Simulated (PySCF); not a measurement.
# V (vanadium, neutral) across methods

[Ar] 3d2 4s2 5s1, high-spin 4F determinant (an excited configuration). Calculation: PySCF 2.14, in aug-cc-pVTZ with one added diffuse shell each of s, p, d, f, g type (9s8p6d4f3g, 118 functions); the non-relativistic Hamiltonian (point nucleus). The B2PLYP total includes its PT2 part (frozen core); its orbital energies are those of the SCF part.

```
 method  E (hartree)  mean ε 4s α (eV)  mean ε 4s β (eV)  mean ε 5s α (eV)  Σ⟨r²⟩ (bohr²)   ⟨S²⟩
   BP86     -943.675            -9.202            -8.705            -1.693          107.6  3.751
    UHF   -942.59271           -11.527           -10.830            -2.353          124.6  3.754
    LDA     -941.384            -9.270            -8.729            -1.622          108.4  3.751
   PBE0     -943.361            -9.852            -9.316            -1.903          111.4  3.752
 B2PLYP     -943.330           -10.455            -9.953            -1.957          116.6  3.752
r2SCAN0     -943.513            -9.871            -9.366            -1.869          109.4  3.756
 r2SCAN     -943.515            -9.118            -8.652            -1.638          108.4  3.757
    PBE     -943.319            -9.070            -8.542            -1.651          109.4  3.751
```

The outer electron is Rydberg-like, and this basis confines it to a smaller radius and binds it less than a complete one would.
